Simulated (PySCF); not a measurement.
## Pr³⁺ (praseodymium, charge +3): UHF calculation

Configuration: [Xe] 4f2, one real determinant. All numbers are calculated (PySCF 2.14, the spin-free X2C one-electron Hamiltonian (Gaussian nucleus), in x2c-TZVPPall with one added diffuse shell each of s, p, d, f type (12s8p8d5f2g, 129 functions)).

```
Total energy                                                  : -9231.778396 hartree
One-electron energy                                           : -12543.1909 hartree
Hartree (Coulomb) energy                                      : 3525.9493 hartree
Exchange energy                                               : -214.5368 hartree
⟨S²⟩                                                          : 2.0018
⟨L²⟩                                                          : 24.028
Sum of ⟨r⟩                                                    : 32.90 bohr
Sum of ⟨r²⟩                                                   : 37.98 bohr²
Traceless quadrupole moment −½Σ⟨3z² − r²⟩ along its main axis : -0.205 e·bohr²
Langevin diamagnetic susceptibility                           : -30.1 ×10⁻⁶ cm³/mol
```

| shell | electrons | mean orbital energy (eV) | spread (eV) | rms radius, mean of both spins (bohr) |
| --- | --- | --- | --- | --- |
| 1s α | 1 | -42221.0 | 0 | 0.0275 |
| 1s β | 1 | -42221.0 | 0 | 0.0275 |
| 2s α | 1 | -6929.4 | 0 | 0.111 |
| 2s β | 1 | -6929.4 | 0 | 0.111 |
| 2p α | 3 | -6203.6 | 0.184 | 0.0998 |
| 2p β | 3 | -6203.6 | 0.191 | 0.0998 |
| 3s α | 1 | -1567.4 | 0 | 0.290 |
| 3s β | 1 | -1566.5 | 0 | 0.290 |
| 3p α | 3 | -1331.7 | 0.644 | 0.290 |
| 3p β | 3 | -1330.6 | 1.175 | 0.290 |
| 3d α | 5 | -996.94 | 0.532 | 0.268 |
| 3d β | 5 | -995.77 | 1.102 | 0.268 |
| 4s α | 1 | -357.98 | 0 | 0.659 |
| 4s β | 1 | -355.09 | 0 | 0.659 |
| 4p α | 3 | -277.97 | 0.452 | 0.700 |
| 4p β | 3 | -274.72 | 2.116 | 0.700 |
| 4d α | 5 | -159.59 | 2.310 | 0.779 |
| 4d β | 5 | -155.28 | 2.374 | 0.779 |
| 5s α | 1 | -76.423 | 0 | 1.58 |
| 5s β | 1 | -75.184 | 0 | 1.58 |
| 5p α | 3 | -53.347 | 0.394 | 1.79 |
| 5p β | 3 | -52.362 | 0.986 | 1.79 |
| 4f α | 2 | -40.402 | 0.158 | 1.08 |

⟨L²⟩ = 24.03 against 30 for a pure H term, so this real determinant mixes terms. Spin-orbit coupling, absent here, splits the open shell strongly.

Densities and radii are taken from the X2C orbitals without a picture-change correction, which distorts them close to the nucleus.

Spin-orbit constants ζ (cm⁻¹) from the X2C one-electron operator on these orbitals: bare nucleus, nucleus screened by l(l+1)(2l+1)/3 electrons, and screened by the Breit-Pauli mean field of the electrons.

```json
{"shell": "2p", "bare": "2528000", "screened nucleus": "2442000", "mean field": "n/a"}
{"shell": "3p", "bare": "506600", "screened nucleus": "489400", "mean field": "n/a"}
{"shell": "3d", "bare": "78550", "screened nucleus": "65230", "mean field": "n/a"}
{"shell": "4p", "bare": "107300", "screened nucleus": "103600", "mean field": "n/a"}
{"shell": "4d", "bare": "13660", "screened nucleus": "11350", "mean field": "n/a"}
{"shell": "4f", "bare": "1741", "screened nucleus": "914.8", "mean field": "n/a"}
{"shell": "5p", "bare": "15530", "screened nucleus": "15000", "mean field": "n/a"}
```

To first order the Landé constant is A = 457.4 cm⁻¹, so the lowest level has J = 4 and lies 0.340 eV below the centre of the term. This holds in LS coupling only.
